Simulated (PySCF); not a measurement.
Atoms are numbered as in `[F:1][C@@H:2]1[CH:3]=[CH:4][O:5][C@@H:6]1[O:7][C:8]([F:9])([F:10])[F:11]`; H(Xn) means a hydrogen on atom n.

PySCF calculation with shieldings: GIAO PBE0/pcSseg-1 and geometry from PBE0-D3(BJ)/def2-SVP; averaged over atoms made equivalent by symmetry, fast rotation or ring inversion, one conformer, no relativistic terms, no solvent model.

Referencing at the same level of theory: ¹³C vs TMS.

Do the ¹³C shifts follow the atomic charges (in e)? Tabulate both.

Answers


| atoms | hybridisation | δ (ppm) | σ para (ppm) | Hirshfeld | IAO | Mulliken | ESP-fitted |
| --- | --- | --- | --- | --- | --- | --- | --- |
| C4 | sp2 | 157.6 | -223 | +0.04 | +0.07 | +0.21 | +0.07 |
| C8 | sp3 | 127.9 | -182 | +0.31 | +0.95 | +0.95 | +0.65 |
| C3 | sp2 | 105.1 | -179 | -0.11 | -0.27 | -0.27 | -0.46 |
| C6 | sp3 | 96.2 | -157 | +0.11 | +0.24 | +0.30 | +0.05 |
| C2 | sp3 | 92.4 | -148 | +0.05 | +0.16 | +0.24 | +0.50 |

Correlation coefficients of δ with charge over these carbons: Hirshfeld +0.20, IAO +0.19, Mulliken +0.25, ESP-fitted +0.07; with the paramagnetic shielding -0.96. With so few points, grouped by hybridisation, these coefficients are fragile. Charge is one influence among several: hybridisation and low-lying excitations act through the paramagnetic term.

Shifts are as computed. Against solution values, carbons near 30 ppm lie about +2 ppm off and those near 130 ppm about +5 ppm. Of 1313 compounds with measured shifts, 239 miss one by over three times the rms of a fit or turn the order of signals round; such compounds aren't used in these exercises.
